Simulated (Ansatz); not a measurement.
Isolated molecules relaxed with PBE0-D4/def2-TZVP in Ansatz; ΔE leaves out vibrations. CBS: MP2 limit from def2 TZ/QZ plus the TZ coupled-cluster correction, frozen cores. This one scheme is used for every species, atoms too. DFT in def2-TZVPP. No spin–orbit coupling; open shells (•) take unrestricted orbitals. Spin–orbit coupling would lower the free atoms: a little for C. def2 core potentials past Kr. Bonds to Ag are less sure, by a few kJ/mol each and by 10 to 20 or more in all where they break to atoms, as the def2 sets lack core-valence functions.

`CC#[N+][Ag-][CH3]` → Ag• + 3 C• + 6 H• + N•  (atomization)

`CC#[N+][Ag-][CH3]`:

Cartesian coordinates in Å:
```
C -2.240 -2.369 -0.135
C -1.248 -1.320 -0.074
N -0.462 -0.489 -0.025
Ag 0.993 1.050 0.061
C 2.412 2.551 0.145
H -2.587 -2.609 0.871
H -3.089 -2.040 -0.737
H -1.806 -3.262 -0.587
H 3.409 2.129 0.298
H 2.198 3.236 0.969
H 2.420 3.124 -0.786
```

| level | ΔE (eV) |
| --- | --- |
| r2SCAN | 42.96 |
| HF/def2-SVP | 30.45 |
| MP2/def2-QZVPP | 43.34 |
| HF/CBS(def2) | 30.15 |

Task: What does CCSD(T)/CBS give? (Estimate.)

Result: Ansatz gave: +42.86 eV. The listed levels differ from it by 0.10, -12.41, 0.48, -12.71 eV.

Largest T1 diagnostic among the species: 0.015.

From r2SCAN to r2SCAN0 (25 % exact exchange), in def2-TZVPP and without D4, ΔE moves by −0.93 eV: exact exchange takes away binding that semilocal exchange gives to molecules. In def2-TZVPP, CCSD(T) changes the Hartree–Fock value by +11.73 eV (the triples alone add +0.83 eV) and MP2 by +12.64 eV; breaking electron pairs costs correlation energy, which Hartree–Fock lacks. The D4 term adds +0.31 eV with B3LYP and +0.16 eV with PBE0; it sums over pairs of atoms, weighted by their polarisabilities, and B3LYP, whose exchange is more repulsive, gets the larger term.

B3LYP here is the variant with VWN-RPA as its local correlation; programs differ in this.

For atomizations the MP2-based limit and the directly extrapolated one differ by several kJ/mol either way, and by 10 to 25 for some Ge, Se and Sn compounds, so smaller differences from it don't rank the levels.
